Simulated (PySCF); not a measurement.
B3LYP has the VWN-RPA correlation part, as in Gaussian. 

Cartesian coordinates (Å):
```xyz
9

Zn     0.0000     0.0000     0.0000
C     -1.2912     0.8523    -1.1822
H     -2.2876     0.3676    -1.1119
H     -0.9685     0.7967    -2.2432
H     -1.4249     1.9255    -0.9311
C      1.2912    -0.8523     1.1822
H      0.8959    -0.9448     2.2157
H      2.2356    -0.2712     1.2382
H      1.5495    -1.8738     0.8322
```
Charge 0, spin multiplicity 1.

Question: What HOMO–LUMO gap, charge on the central atom (meta-Löwdin), total energy, HOMO, dipole moment, charge on the central atom (Mulliken) and LUMO does PySCF with B3LYP-D3(BJ)/def2-TZVP // PBE-D3(BJ)/def2-SVP give?

Answer: 
```json
{
  "HOMO–LUMO gap": "6.85 eV",
  "charge on the central atom (meta-Löwdin)": "1.04 e",
  "total_energy": "-1859.3072 Ha",
  "HOMO": "-6.95 eV",
  "dipole_moment": "0.00 D",
  "charge on the central atom (Mulliken)": "0.39 e",
  "LUMO": "-0.10 eV"
}
```
